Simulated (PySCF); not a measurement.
The PySCF input:
```python
from pyscf import gto, scf, dft

mol = gto.M(
    atom='''
O     0.935165   -0.417181   -0.004275
Si   -0.411307    0.264718    0.008311
H    -1.723023   -0.368613   -0.082152
''',
    basis='3-21g',
    charge=0,
    spin=1,
    verbose=4,
)

mf = dft.UKS(mol)
mf.xc = 'tpss'
mf = mf.density_fit(auxbasis='def2-universal-jkfit')
mf.kernel()
mf.analyze()
```

Q: What does this run give for the <S^2>, total energy?

A: 
The <S^2> is 0.754 and the total energy is -363.3240 Eh.

These values belong to the state on which the SCF converged, which isn't shown to be the lowest.
